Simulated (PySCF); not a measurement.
Spin states and ions at one geometry of TlH

PySCF 2.14.0, RKS PBE, Tl def2-SVP with ECP60, H def2-SVP; non-relativistic Hamiltonian with scalar-relativistic core potentials where named; density fitting; no spin-orbit coupling; singlets restricted, open shells unrestricted. The geometry is relaxed for charge 0, singlet, vacuum:

```xyz
2

Tl    0.0000    0.0000    0.1772
H     0.0000    0.0000    2.1201
```

Energies count from the relaxed state; an electron taken off or put on is at rest in vacuum. Charges and spins are Mulliken's.

Task: Order these states by energy, lowest first.
A. charge -1, doublet, vacuum
B. charge 0, singlet, vacuum
C. charge 0, triplet, vacuum
D. charge +1, doublet, vacuum

Result: B (0.00 eV), A (0.10 eV), C (2.33 eV), D (7.91 eV).

Task: How do charge and spin on the first atom follow?

Result: 
```json
{"state": "charge 0, singlet, vacuum", "spin squared": "0.00", "charge on Tl1 (e)": "0.19", "spin on Tl1 (e)": "0.00", "dipole about the centre of mass (D)": "1.32"}
{"state": "charge 0, triplet, vacuum", "spin squared": "2.01", "charge on Tl1 (e)": "-0.07", "spin on Tl1 (e)": "1.35", "dipole about the centre of mass (D)": "0.21"}
{"state": "charge +1, doublet, vacuum", "spin squared": "0.76", "charge on Tl1 (e)": "0.86", "spin on Tl1 (e)": "0.33", "dipole about the centre of mass (D)": "0.78"}
{"state": "charge -1, doublet, vacuum", "spin squared": "0.75", "charge on Tl1 (e)": "-0.78", "spin on Tl1 (e)": "1.04", "dipole about the centre of mass (D)": "1.43"}
```

With an electron taken off (doublet) the charges change, summed by element, by Tl +0.67 e, H +0.33 e. The vertical ionisation energy is 7.91 eV, against −ε(HOMO) = 4.71 eV of the relaxed state. The level lies 3.2 eV too high, as is usual for semilocal functionals and global hybrids, which keep a self-interaction error.

With an electron put on (doublet) the charges change, summed by element, by Tl -0.97 e, H -0.03 e. The vertical electron affinity is -0.10 eV, against −ε(LUMO) = 2.32 eV of the relaxed state. The basis has no diffuse functions, which an added electron needs. The added electron's level lies above zero.

Open shells may have lower solutions than those found.
